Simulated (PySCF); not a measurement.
Computed IR spectrum (relative IR intensity) of a molecule C3H7NSi. Geometry optimised at PBE-D3(BJ)/def2-SVP. One conformer was computed; it need not be the lowest. Method: PySCF with PBE-D3(BJ)/def2-SVP. Frequencies are harmonic and unscaled.

```csv
ν (cm⁻¹),relative intensity
209,9.0
253,33
585,16
683,11
701,7.2
786,19
846,6.0
863,13
886,31
905,100
945,48
995,4.4
1182,14
1324,99
1355,20
1453,30
2015,22
2156,64
2161,30
2184,57
3011,16
3070,3.6
3084,3.5
3569,26
```

Task: Which structure fits?
A) C=C=CN[SiH3]
B) C#CCN[SiH3]
C) N#CCC[SiH3]
D) N[Si@H]1C=CC1

Result: A, C=C=CN[SiH3]
